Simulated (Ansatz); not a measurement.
Born–Oppenheimer molecular dynamics of HZn (2 atoms, charge 0, multiplicity 2). It starts from a relaxed structure.

Theory: UHF/def2-TZVP in Ansatz 0.2.0.

```json
{
  "ensemble": "NVT, Nosé–Hoover chain",
  "time step": "1 fs",
  "steps asked": "250",
  "set temperature": "2000 K",
  "thermostat": "time constant 3 fs, chain length 1",
  "seed": "926115"
}
```

Frames 2 fs apart, positions in Å, forces in eV/Å.

Velocities at 200 fs (Å/ps):

```
Zn 0.43 -0.16 0.22
H -28.10 10.15 -14.06
```

```xyz
2
Properties=species:S:1:pos:R:3:forces:R:3 time_fs=200 energy_less_start_eV=0.015 T=1342
Zn 0.710 -0.281 0.350 -0.42 0.15 -0.21
H -0.729 0.239 -0.370 0.42 -0.15 0.21
2
Properties=species:S:1:pos:R:3:forces:R:3 time_fs=202 energy_less_start_eV=0.054 T=655
Zn 0.711 -0.281 0.350 -0.72 0.26 -0.36
H -0.778 0.256 -0.395 0.72 -0.26 0.36
2
Properties=species:S:1:pos:R:3:forces:R:3 time_fs=204 energy_less_start_eV=0.089 T=173
Zn 0.712 -0.282 0.351 -0.87 0.31 -0.44
H -0.808 0.267 -0.410 0.87 -0.31 0.44
2
Properties=species:S:1:pos:R:3:forces:R:3 time_fs=206 energy_less_start_eV=0.099 T=36
Zn 0.712 -0.282 0.351 -0.91 0.33 -0.45
H -0.817 0.270 -0.414 0.91 -0.33 0.45
2
Properties=species:S:1:pos:R:3:forces:R:3 time_fs=208 energy_less_start_eV=0.052 T=3753
Zn 0.711 -0.281 0.350 -0.71 0.26 -0.36
H -0.776 0.255 -0.393 0.71 -0.26 0.36
2
Properties=species:S:1:pos:R:3:forces:R:3 time_fs=210 energy_less_start_eV=0.030 T=11474
Zn 0.709 -0.281 0.349 0.72 -0.26 0.36
H -0.617 0.198 -0.314 -0.72 0.26 -0.36
2
Properties=species:S:1:pos:R:3:forces:R:3 time_fs=212 energy_less_start_eV=0.200 T=165
Zn 0.707 -0.280 0.348 2.17 -0.78 1.09
H -0.530 0.167 -0.271 -2.17 0.78 -1.09
2
Properties=species:S:1:pos:R:3:forces:R:3 time_fs=214 energy_less_start_eV=0.142 T=863
Zn 0.708 -0.280 0.349 1.76 -0.63 0.88
H -0.552 0.174 -0.281 -1.76 0.63 -0.88
2
Properties=species:S:1:pos:R:3:forces:R:3 time_fs=216 energy_less_start_eV=0.038 T=1585
Zn 0.709 -0.281 0.349 0.82 -0.29 0.41
H -0.610 0.196 -0.311 -0.82 0.29 -0.41
2
Properties=species:S:1:pos:R:3:forces:R:3 time_fs=218 energy_less_start_eV=0.001 T=1089
Zn 0.709 -0.281 0.350 0.12 -0.04 0.06
H -0.669 0.217 -0.340 -0.12 0.04 -0.06
2
Properties=species:S:1:pos:R:3:forces:R:3 time_fs=220 energy_less_start_eV=0.006 T=512
Zn 0.710 -0.281 0.350 -0.28 0.10 -0.14
H -0.712 0.232 -0.361 0.28 -0.10 0.14
2
Properties=species:S:1:pos:R:3:forces:R:3 time_fs=222 energy_less_start_eV=0.021 T=178
Zn 0.711 -0.281 0.350 -0.49 0.18 -0.24
H -0.739 0.242 -0.375 0.49 -0.18 0.24
```

Of the whole run (250 fs, mean temperature of the second half 1914 K): The conserved energy wandered by up to 7.4 meV per atom (net -2.1 meV per atom), which is poor conservation. A run of 0.25 ps of so small a system gives no equilibrium averages.

The run took 110 s on 1 thread of Arm Neoverse V2, on a shared host, peak memory 0.091 GiB.
